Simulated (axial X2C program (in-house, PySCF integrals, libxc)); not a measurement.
Low determinants of CuTe at the PBE0 level, spin-free

All values were computed with an in-house relativistic program for diatomic molecules. Spin-free means the one-electron spin-free X2C Hamiltonian. Basis: Te dyall-cv3z [11s12p8d4f1g], Cu dyall-cv3z [9s9p6d3f2g] (cores contracted in-house); Gaussian nuclei, density fitting, unrestricted open shells. Masses: Te 129.906 u, Cu 62.930 u.

Search at 2.365 Å (vertical energies from the lowest determinant):

```json
{"ΔE (eV)": "0.00", "state": "M_S = 1/2, Λ = 1", "electrons beyond evenly filled partner blocks": "π+α, π+β, π-α", "electrons in σ, π, δ, φ": "34 35 12 0"}
{"ΔE (eV)": "1.51", "state": "M_S = 1/2, Λ = 0", "electrons beyond evenly filled partner blocks": "σα", "electrons in σ, π, δ, φ": "33 36 12 0"}
{"ΔE (eV)": "1.68", "state": "M_S = 3/2, Λ = 0", "electrons beyond evenly filled partner blocks": "σα, π+α, π-α", "electrons in σ, π, δ, φ": "35 34 12 0"}
{"ΔE (eV)": "1.84", "state": "M_S = 1/2, Λ = 0", "electrons beyond evenly filled partner blocks": "σβ, π+α, π-α", "electrons in σ, π, δ, φ": "35 34 12 0"}
{"ΔE (eV)": "2.41", "state": "M_S = 3/2, Λ = 1", "electrons beyond evenly filled partner blocks": "2 × σα, π+α, π+β, π-α", "electrons in σ, π, δ, φ": "34 35 12 0"}
{"ΔE (eV)": "2.46", "state": "M_S = 1/2, Λ = 0", "electrons beyond evenly filled partner blocks": "σα, π+β, π-α", "electrons in σ, π, δ, φ": "35 34 12 0"}
{"ΔE (eV)": "2.49", "state": "M_S = 1/2, Λ = 2", "electrons beyond evenly filled partner blocks": "σα, π+α, π+β", "electrons in σ, π, δ, φ": "35 34 12 0"}
```

Lowest determinant, M_S = 1/2, Λ = 1 (beyond evenly filled blocks: π+α, π+β, π-α): Re = 2.353 Å, ωe = 254.3 cm⁻¹.

The determinant in row 2 of the search, M_S = 1/2, Λ = 0 (beyond evenly filled blocks: σα), was followed along the bond at PBE0; measured from the minimum of the lowest determinant it gives:

Te = 1.506 eV (12147 cm⁻¹), Re = 2.351 Å, ωe = 247.3 cm⁻¹.

Q: Compare the bond of the determinant in row 2 with that of the lowest one.

A: At PBE0 its Re is 0.002 Å shorter and its force constant, which goes as ωe², is 0.95 times that of the lowest determinant. T0 ≈ Te + Δωe/2 = 12147 + (-4) = 12143 cm⁻¹.

The search compares states at one distance, so a state with another bond length can lie lower; it is not exhaustive and yields mostly the lowest determinant of each block pattern, so other components and higher states of one pattern are missing. These are energies of single determinants, not of spin-adapted states; PBE0 term energies can be off by some tenths of an eV, and the functional has no current term.
